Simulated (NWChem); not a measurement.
Atomisation of C₃H₃F₃

SMILES: CC(F)=C(F)F
```xyz
9

C      0.5690     1.8450     0.0000
C     -0.2511     0.6040     0.0000
F     -1.5924     0.7806     0.0000
C      0.2186    -0.6592     0.0000
F      1.5162    -0.9552     0.0000
F     -0.5409    -1.7445     0.0000
H      1.6479     1.6052     0.0000
H      0.3434     2.4638    -0.8945
H      0.3434     2.4638     0.8945
```
Charge 0, spin multiplicity 1.

Everything below was run with NWChem. The geometry was optimised at PBE/def2-SVP, a minimum by its harmonic frequencies.

Basis set: def2-SVP. The atomisation energy is electronic alone: no zero-point, thermal, spin-orbit or counterpoise terms. No value is extrapolated to the basis-set limit. Free atoms are single determinants with multiplicities C 3, F 2, H 2. Correlated methods freeze the same cores in atoms and molecule, 6 orbitals in all.

B3LYP has NWChem's definition, with VWN1-RPA local correlation. The structure started from a generated list of species. The stability of the SCF solutions was not checked. Open-shell Hartree-Fock references start from PBE0 orbitals.

**Question.** Order these methods by the atomisation energy they give, lowest first: HF, LDA (SVWN5), BHandHLYP, B3LYP.

**Answer.** HF (629.1 kcal/mol), BHandHLYP (850.2 kcal/mol), B3LYP (894.7 kcal/mol), LDA (SVWN5) (1079.1 kcal/mol)
